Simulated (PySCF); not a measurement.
## How methods differ on the ionisation energy of Cl²⁺

Cl²⁺ [Ne] 3s2 3p3 (4S) → Cl³⁺ [Ne] 3s2 3p2 (3P), as a difference of total energies. Calculation: PySCF 2.14, in aug-cc-pwCVQZ; the non-relativistic Hamiltonian (point nucleus). Correlated levels: valence: [Ne] frozen; valence and next inner shell: 1s2 frozen; nothing frozen. The calculations carry no spin-orbit coupling.

```
                                method  ionisation energy (eV)
                                   UHF                  38.961
                                   LDA                  39.668
                                   PBE                  39.577
                                  PBE0                  39.660
                                r2SCAN                  39.838
                             BHandHLYP                  39.441
                                  TPSS                  39.643
                                M06-2X                  39.446
                         MP2 (valence)                  39.669
                     SCS-MP2 (valence)                  39.465
    MP2 (valence and next inner shell)                  39.737
SCS-MP2 (valence and next inner shell)                  39.526
                   MP2 (all electrons)                  39.740
               SCS-MP2 (all electrons)                  39.529
```

Problem. How much does correlation contribute at MP2 (all electrons)?

Solution. 39.740 − (38.961) = 0.779 eV, measured against UHF.

A first-order spin-orbit estimate (lowest level to lowest level, LS coupling) adds -0.099 eV.

For comparison: 39.8 ± 0.11 eV (semi-empirical (NIST evaluation); NIST Atomic Spectra Database, ionization energies).
